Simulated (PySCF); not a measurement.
## TDDFT excited states: C7H7PS

C₇H₇PS.
Cartesian coordinates in Å at the GFN2-xTB level; atoms count from 1:
```xyz
16
C7H7PS angstrom
C      4.130   -0.331   -1.368
C      3.021   -0.469   -0.924
C      1.729   -0.634   -0.408
C      1.110   -1.834   -0.215
P     -0.519   -1.829    0.446
C     -0.579   -0.117    0.557
C     -1.773    0.661    1.008
C     -2.547    1.218   -0.189
S      0.808    0.770    0.033
H      5.098   -0.220   -1.756
H      1.612   -2.756   -0.464
H     -2.426    0.001    1.585
H     -1.461    1.488    1.652
H     -2.899    0.403   -0.819
H     -1.906    1.864   -0.786
H     -3.404    1.794    0.149
```

The calculation used PySCF, TDDFT B3LYP/def2-SVPD, vertical, gas phase, core orbitals frozen in the response.

```
state  λ (nm)  E (eV)       f  |μ| (D)  main configurations (H = HOMO, L = LUMO)
   S1   296.5    4.18   0.208     3.62                                 H→L (96%)
   S2   268.8    4.61  0.0055     0.56                  H-1→L (61%), H→L+1 (37%)
   S3   256.8    4.83  0.0013     0.27                               H-2→L (97%)
   S4   251.2    4.93  0.0004     0.14                               H→L+2 (96%)
   S5   234.8    5.28  0.0003     0.13                               H-3→L (91%)
   S6   227.3    5.45   0.328     3.98                  H→L+1 (55%), H-1→L (31%)
   S7   222.1    5.58  0.0008     0.20   H→L+3 (58%), H→L+4 (24%), H-1→L+2 (12%)
   S8   214.3    5.79  0.0023     0.32                H-1→L+2 (83%), H→L+3 (12%)
```

Triplets (Tamm–Dancoff): T1 2.74 eV, H→L (94%); T2 3.68 eV, H-1→L (62%), H→L+1 (34%); T3 4.07 eV, H→L+1 (55%), H-1→L (35%).

The lowest singlet lies at 4.18 eV (296 nm, ultraviolet) and is strong; its leading configuration is HOMO→LUMO (96%). The strongest level in the table is S6 at 5.45 eV (227 nm, f = 0.328). Löwdin shares by element: HOMO carbon 50% or more, phosphorus 19% (atoms not listed hold the other 31%); LUMO carbon 34% or more, sulfur 20%, phosphorus 15% (atoms not listed hold the other 31%). Weighted by f, the mean energy of these states is 4.96 eV. Of the 8 states listed, 2 reach f = 0.01 and 2 stay under 0.0005. The listed states span 1.60 eV, and the widest gap between neighbours is 0.43 eV (S1 to S2). Singlets were solved by full linear response, triplets in the Tamm–Dancoff approximation.

One conformer stands for the species.
